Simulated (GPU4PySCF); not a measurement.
F4TCNQ (C₁₂F₄N₄), SMILES N#CC(C#N)=c1c(F)c(F)c(=C(C#N)C#N)c(F)c1F.

The structure is a stationary point at PBE0-D3(BJ)/def2-TZVP.

Calculation: r2SCAN/def2-TZVPD (GPU4PySCF).

Gas-phase values at a fixed geometry.

```yaml
total_energy: -1075.39101 hartree
point_group: D2h
highest_occupied_level: -7.48 eV
lowest_empty_level: -5.88 eV
orbital_gap: 1.59 eV
dipole_moment: 0.00 D
quadrupole, principal values (traceless, Buckingham form, about the centre of nuclear charge): -37.89, -0.48, 38.37 D·Å
mean_static_polarisability: 237.0 bohr³ (35.12 Å³)
polarisability_principal_values: 82.2, 179.6, 449.3 bohr³
```
